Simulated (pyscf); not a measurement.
# F–SiH₂–Si(SiH₃)(SiH₃)–Cl, singlet

Gas-phase minimum from PySCF at ωB97X-D3(BJ)/def2-SVP, one conformer. 

```xyz
14

F      1.6593    -0.9265     1.5630
Si     0.5387    -1.9163     0.8972
Si    -0.8036    -0.6268    -0.4945
Si     0.3412     0.1804    -2.3531
Si    -1.9152     1.0472     0.6796
Cl    -2.2412    -1.9896    -1.1876
H      1.2441    -2.9817     0.1337
H     -0.2651    -2.5224     1.9934
H     -0.6257     0.8239    -3.2878
H      1.0311    -0.9477    -3.0420
H      1.3508     1.1856    -1.9084
H     -2.8757     1.7403    -0.2257
H     -0.9124     2.0279     1.1894
H     -2.6512     0.4440     1.8273
```
Charge 0, spin multiplicity 1.

Bonds (Å): F1–Si2 1.637, Si2–Si3 2.324, Si2–H7 1.488, Si2–H8 1.488, Si3–Si4 2.327, Si3–Si5 2.327, Si3–Cl6 2.099, Si4–H9 1.491, Si4–H10 1.491, Si4–H11 1.492, Si5–H12 1.491, Si5–H13 1.492, Si5–H14 1.491. Bond angles (°): F1–Si2–Si3 107.7, F1–Si2–H7 108.5, F1–Si2–H8 108.4, Si3–Si2–H7 111.3, Si3–Si2–H8 110.8, H7–Si2–H8 110.0, Si2–Si3–Si4 112.7, Si2–Si3–Si5 111.9, Si2–Si3–Cl6 103.5, Si4–Si3–Si5 112.9, Si4–Si3–Cl6 107.4, Si5–Si3–Cl6 107.8, Si3–Si4–H9 109.3, Si3–Si4–H10 109.5 (the first ones only).

Properties at ωB97X-D3(BJ)/def2-SVP:

```yaml
harmonic_wavenumbers_unscaled: 20, 49, 80, 82, 98, 100, 110, 112, 202, 331, 450, 465, 481, 520, 528, 580, 585, 591, 733, 853, 870, 879, 922, 944, 947, 948, 951, 963, 2246, 2250, 2258, 2260, 2263, 2264, 2268, 2276 cm⁻¹
zero_point_energy: 46.4 kcal/mol
rotational_symmetry_number: 1
Entropy of this conformer at 298 K and 1 atm, rigid rotor and harmonic oscillator, modes under 100 cm⁻¹ raised to 100: 455.5 J/(mol K)
dipole_moment: 0.50 D
```

Single-point totals, which compare only within one level:

| level | total energy (hartree) |
|---|---|
| ωB97X-D3(BJ)/def2-TZVP | -1723.16064 |
| PBE/def2-TZVP | -1722.12735 |
| r²SCAN/def2-TZVP | -1722.84572 |
| B3LYP-D3(BJ)/def2-TZVP | -1723.15864 |
| PBE0-D3(BJ)/def2-TZVP | -1722.30165 |
| M06-2X/def2-TZVP | -1722.87659 |
| ωB97M-D3(BJ)/def2-TZVP | -1723.25373 |

The lowest mode is so soft that the shape along it may change with the basis. Soft torsions are taken as harmonic, which can shift the entropy by several J/(mol K).
